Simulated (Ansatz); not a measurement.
`B[S][GaH][SiH3]` + `[OH][Al]([Cl])[Cl]` → `B[O][Al]([Cl])[Cl]` + `[SiH3][GaH][SH]`  (ligand exchange at a B–S bond)

Gas-phase electronic energies from Ansatz, PBE0-D4/def2-TZVP geometries. CCSD(T)/CBS adds triple-zeta CCSD(T) − MP2 to the extrapolated MP2 energy (def2 sets, frozen cores). DFT in def2-TZVPP. B3LYP here is the variant with VWN-RPA as its local correlation; programs differ in this. HSE06 is defined as in plane-wave codes. For Ga outer-core shells are correlated without core-valence functions, which leaves a few kJ/mol of doubt a bond. Scalar relativity is left out up to krypton. One conformer a species, not always the lowest.

`B[S][GaH][SiH3]`:

```xyz
10

B     0.165    1.624   -1.447
S    -1.255    0.634   -1.859
Ga   -1.196   -0.929   -0.259
Si    0.564   -0.836    1.384
H     0.400    2.564   -2.144
H     0.862    1.368   -0.510
H    -2.364   -1.970   -0.380
H     0.504    0.445    2.137
H     0.424   -1.958    2.351
H     1.895   -0.943    0.728
```

`[OH][Al]([Cl])[Cl]`:

```xyz
5

O     0.204   -0.276   -1.280
Al   -0.231    0.004    0.315
Cl   -2.142   -0.509    0.924
Cl    1.101    0.845    1.673
H     1.068   -0.064   -1.632
```

`B[O][Al]([Cl])[Cl]`:

```xyz
7

B     0.387    0.187    1.542
O     0.056    0.041    0.254
Al   -0.340   -0.161   -1.347
Cl    0.327    1.210   -2.746
Cl   -1.494   -1.780   -1.918
H     1.394   -0.326    1.951
H    -0.330    0.828    2.264
```

`[SiH3][GaH][SH]`:

Cartesian coordinates in Å:
```
Si 0.957 0.872 -0.257
Ga -0.992 -0.152 0.708
S -1.588 -2.156 0.008
H 1.568 -0.014 -1.286
H 1.977 1.144 0.793
H 0.603 2.167 -0.900
H -1.941 0.423 1.811
H -0.584 -2.284 -0.876
```

```tsv
level	ΔE (kJ/mol)	difference from CCSD(T)/CBS
LDA (SPW92)	-49.0	3.1
PBE-D4	-45.0	7.1
revPBE-D4	-42.1	10.0
r2SCAN-D4	-52.9	-0.8
PBE0-D4	-48.5	3.6
B3LYP-D4	-58.9	-6.8
r2SCANh-D4	-53.4	-1.3
r2SCAN0-D4	-54.2	-2.1
HSE06-D4	-48.5	3.6
BHLYP-D4	-63.7	-11.6
CAM-B3LYP-D4	-64.4	-12.3
ωB97X-V	-55.5	-3.4
ωB97M-V	-55.1	-3.0
B2PLYP	-59.1	-7.0
PBE-QIDH	-50.8	1.3
PBE	-48.1	4.0
revPBE	-49.3	2.8
BLYP	-63.1	-11.0
r2SCAN	-53.4	-1.3
PBE0	-51.1	1.0
B3LYP	-64.1	-12.0
r2SCANh	-54.0	-1.9
r2SCAN0	-54.9	-2.8
HSE06	-51.0	1.1
BHLYP	-68.3	-16.2
CAM-B3LYP	-67.1	-15.0
LC-ωPBE	-55.6	-3.5
RPA@PBE/def2-TZVPP	-54.4	-2.3
HF/def2-SVP	-87.8	-35.7
MP2/def2-SVP	-67.3	-15.2
CCSD/def2-SVP	-73.4	-21.3
CCSD(T)/def2-SVP	-71.1	-19.0
MP2/def2-TZVPP	-48.4	3.7
SCS-MP2/def2-TZVPP	-54.9	-2.8
CCSD/def2-TZVPP	-57.2	-5.1
HF/def2-QZVPP	-79.5	-27.4
MP2/def2-QZVPP	-48.6	3.5
SCS-MP2/def2-QZVPP	-54.9	-2.8
HF/CBS(def2)	-79.7	-27.6
CCSD/CBS(def2)	-56.5	-4.4
CCSD(T)/CBS	-52.1	0
```

Q: What do rigid-rotor, harmonic-oscillator terms from PBE0-D4/def2-TZVP frequencies (298.15 K, 1 bar) make of the CCSD(T)/CBS value? (Estimate.)

A: Ansatz gave: ΔZPE = -4.8 kJ/mol, ΔH = -55.6 kJ/mol, ΔS = 15 J/(mol·K), ΔG = -60.0 kJ/mol. Modes under 50 cm⁻¹ make the entropy rough.

Largest T1 diagnostic among the species: 0.014.

The D4 term adds +5.2 kJ/mol with B3LYP and +2.6 kJ/mol with PBE0; it sums over pairs of atoms, weighted by their polarisabilities, and B3LYP, whose exchange is more repulsive, gets the larger term. In def2-TZVPP, CCSD(T) changes the Hartree–Fock value by +25.0 kJ/mol (the triples alone add +4.4 kJ/mol) and MP2 by +29.5 kJ/mol. Leaving LDA and LC-ωPBE aside and taking each functional with its dispersion term where it has one, the values spread over 22.4 kJ/mol, from CAM-B3LYP-D4 to revPBE-D4.
